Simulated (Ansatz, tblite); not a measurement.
Forces on the cluster Rb8⁻ at its PBE/def2-SVPD geometry. Total charge -1; doublet.

In the def2 sets Rb takes a core potential; there is no spin–orbit coupling. The xTB rows come from tblite. At PBE/def2-TZVPD the highest occupied level of the charge -1 doublet lies above zero (up to 0.08 eV). It is a level of α spin, whose loss leaves a singlet; that state wasn't run at this geometry and level. The electron is either unbound and held by the finite basis, or the level is raised by self-interaction error. Another isomer (doublet) lies 0.06 eV lower at PBE0/def2-TZVPD; other spin states weren't run for this one.

GFN2-xTB (tblite), largest force 0.49 eV/Å:

```xyz
8
positions Å, forces eV/Å
Rb   -0.603    2.800   -2.423   -0.004    0.298   -0.320
Rb    3.850    1.470   -1.458    0.216    0.166    0.049
Rb   -1.332   -2.443    4.248   -0.068   -0.172    0.240
Rb    2.157   -2.791    0.496    0.298   -0.317   -0.011
Rb   -3.493    2.564    1.442   -0.188    0.171    0.058
Rb    1.074    1.501    2.283    0.221    0.284    0.336
Rb   -2.364   -1.629   -0.544   -0.377   -0.276   -0.144
Rb    0.710   -1.473   -4.044   -0.098   -0.154   -0.208
```

PBE/def2-TZVPD (Ansatz), largest force 0.02 eV/Å:

```
Rb 0.000 0.001 0.001
Rb -0.008 -0.003 -0.006
Rb -0.002 0.010 -0.007
Rb -0.002 0.003 0.002
Rb 0.018 -0.014 -0.006
Rb -0.002 -0.001 0.008
Rb -0.007 -0.004 0.003
Rb 0.003 0.009 0.004
```
